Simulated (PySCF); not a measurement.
# One molecule, several mistakes: AlB2H3N cation

Calculated results; nothing here was measured. They come from PySCF 2.14.0, an open-source quantum chemistry program, on an isolated molecule that a program drew, which may never have been made. The molecule is AlB2H3N cation (charge +1, singlet), drawn as the SMILES string `[BH+][N]=[Al][BH2]`.

Each row is a Hartree-Fock (HF) and frozen-core CCSD(T) single point in the cc-pV(D+d)Z basis, meant for a local HF minimum. Run 1 is clean. Each other run has one planted mistake out of seven kinds, and not every kind appears here: one electron removed, one electron added, multiplicity raised by two, geometry at a saddle point, minimal basis STO-3G, one bond length entered in bohr, all coordinates scaled. The reference is restricted for singlets and unrestricted otherwise, and also for a bond in bohr. Adding or removing an electron swaps singlet and doublet. Electrons count all cores. HOMO and LUMO are orbital energies over both spins, the gradient is its largest component, and the lowest frequency (negative if imaginary) is given only where the gradient is small. Bond lengths are over the 6 bonds as drawn. T1 is the CCSD diagnostic: over 0.02 (restricted) or 0.045 (unrestricted) a single reference is doubtful.

Geometry of the clean run:
```xyz
7
AlB2H3N cation, angstrom
B    -0.1928   -2.1856   -2.3733
N    -0.3628   -1.5365   -1.2988
Al   -0.5895   -0.6693    0.1374
B    -0.8784    0.4383    1.9730
H    -0.0358   -2.7852   -3.3651
H     0.0221    1.1080    2.3642
H    -1.9267    0.3367    2.5234
```

| run | electrons | basis functions | <S^2> | HOMO (eV) | LUMO (eV) | gradient (hartree/bohr) | lowest frequency (cm^-1) | mean bond (Å) | longest bond (Å) | T1 | HF (hartree) | CCSD(T) (hartree) | mistake |
|---|---|---|---|---|---|---|---|---|---|---|---|---|---|
| 1 | 32 | 80 | 0.000 | -16.79 | -4.79 | 1.2e-05 | 98 | 1.4449 | 2.163 | 0.0151 | -347.26461 | -347.65663 | no fault |
| 2 | 32 | 80 | 0.709 | -14.84 | -5.04 | 1.7e-02 | - | 1.6211 | 2.246 | 0.0682 | -347.14180 | -347.53303 | one bond length entered in bohr |
| 3 | 32 | 27 | 0.000 | -14.69 | -0.51 | 5.1e-02 | - | 1.4449 | 2.163 | 0.0188 | -343.11567 | -343.32043 | ? |
| 4 | 32 | 80 | 0.000 | -17.21 | -4.93 | 1.5e-01 | - | 1.3148 | 1.969 | 0.0122 | -347.18942 | -347.56728 | ? |

**Which mistake was planted in run 3, and what did it cost?**

It has 27 basis functions where the clean run has 80, with the same electrons and geometry. So the mistake is: minimal basis STO-3G. Subtracting run 1 and multiplying by 627.51 kcal/mol a hartree, the energy moved by 2603.5 kcal/mol in HF and 2721.0 kcal/mol in CCSD(T).

**Which mistake was planted in run 4, and what did it cost?**

The mean and the longest bond both change by the same factor, 0.910, and the gradient is no longer small. So the mistake is: all coordinates scaled. Subtracting run 1 and multiplying by 627.51 kcal/mol a hartree, the energy moved by 47.2 kcal/mol in HF and 56.1 kcal/mol in CCSD(T).

Cautions from the logs. Run 2: T1 is over the limit, so its CCSD(T) energy is less reliable.
